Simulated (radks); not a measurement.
All-electron atom: Tb I in [Xe] 4f(up 7, down 2) 6s2. Method: scalar-relativistic Kohn-Sham, PBE, spin-polarised, spherical densities, finite nucleus; Fermi nuclear charge, rms radius 5.06 fm; computed with a radial shooting solver on a logarithmic mesh with Libxc functionals.

Normalised radial functions P(r) = r R(r), r in bohr:

r,6s up
0.002663,0.0262
0.003638,0.0321
0.004971,0.0380
0.006791,0.0430
0.009277,0.0454
0.01267,0.0426
0.01731,0.0314
0.02347,0.0099
0.03206,-0.0220
0.0438,-0.0556
0.05983,-0.0722
0.08174,-0.0487
0.1117,0.0199
0.1526,0.0923
0.2068,0.0897
0.2825,-0.0222
0.3859,-0.1422
0.5272,-0.1021
0.7202,0.0997
0.9839,0.2464
1.344,0.1499
1.822,-0.1387
2.489,-0.4305
3.4,-0.5524
4.645,-0.4689
6.346,-0.2657
8.669,-0.0976
11.84,-0.0207

6s up: eigenvalue -3.781 eV, 5 radial nodes at r = 0.0261, 0.103, 0.269, 0.626, 1.59 bohr, <r> = 4.12 bohr, 90 % of the charge inside 6.12 bohr.
